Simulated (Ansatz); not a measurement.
Gas-phase reaction in SMILES: O[Si](O)(Cl)Cl [dichloro(dihydroxy)silane] → O[Si](O)Cl + Cl atom (the Cl-Si bond at the site shown breaks; other sites are not compared here)
Geometries: B3LYP-D3(BJ)/def2-TZVP minima from Ansatz (an electronic-structure program), one conformer each, not searched for the lowest.
Geometry of the first species:
```
Si
O 1 1.6191
H 2 0.9616 1 118.35
O 1 1.6261 2 109.05 3 52.18
H 4 0.9610 1 119.05 2 -168.68
Cl 1 2.0364 2 106.66 3 173.58
Cl 1 2.0551 2 111.81 3 -68.40
```
Charge 0, spin multiplicity 1.

Property: bond dissociation energy (electronic energy difference), in kcal/mol. Correlated levels leave the core frozen unless marked. UHF or UKS for open shells. Spin-orbit coupling is left out. No relativistic terms. CBS marks a two-point X^-3 extrapolation of the correlation energy; Hartree-Fock from the larger set.

| level | program | bond dissociation energy (kcal/mol) |
|---|---|---|
| revPBE-D4/def2-TZVPD | Ansatz + dftd4 | 110.8 |
| B97M-V/def2-TZVPD | Ansatz | 118.6 |
| B3LYP-D3(BJ)/def2-TZVPD | Ansatz + dftd3 | 111.1 |
| PBE0-D3(BJ)/def2-TZVPD | Ansatz + dftd3 | 114.3 |
| HSE06-D4/def2-TZVPD | Ansatz + dftd4 | 114.6 |
| B2GP-PLYP/def2-TZVPD | Ansatz | 113.7 |
| PBE-QIDH/def2-TZVPD | Ansatz | 116.9 |
| MP2/CBS(cc-pV(T+d)Z,cc-pV(Q+d)Z) | Ansatz | 123.9 |
| SCS-MP2/STO-3G | Ansatz | 96.3 |
| SCS-MP2/6-31G* | Ansatz | 108.0 |
| CCSD/6-31G* | Ansatz | 105.6 |
| CCSD/cc-pV(D+d)Z | Ansatz | 106.9 |
| CCSD/CBS(cc-pV(T+d)Z,cc-pV(Q+d)Z) | Ansatz | 116.6 |
| CCSD(T)/cc-pV(Q+d)Z | Ansatz | 117.0 |
| CCSD(T)/CBS(cc-pV(T+d)Z,cc-pV(Q+d)Z) | Ansatz | 119.1 |
